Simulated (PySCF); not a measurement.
BH2, SMILES [BH2+], charge +1. The structure is a stationary point at PBE-D3(BJ)/def2-TZVPD.

Method: PBE-D3(BJ)/def2-TZVPD in PySCF 2.14.0.

Harmonic wavenumbers (cm⁻¹): 977, 977, 2593, 2885. Rotational constants (GHz): 178.2 (linear); symmetry number 2.

### Question
Work out the zero-point energy and the ideal-gas rigid-rotor harmonic-oscillator thermochemistry at 298.15 K and 1 atm.

### Answer
ZPE = ½ Σ hcν = ½ × 7431 cm⁻¹ = 44.45 kJ/mol. H − E(el) = 53.34 kJ/mol. Entropy in J/(mol K): translation 140.57, rotation 32.08, vibration 0.86, total 173.51. G − E(el) = 1.60 kJ/mol. Cp = 32.48 J/(mol K).
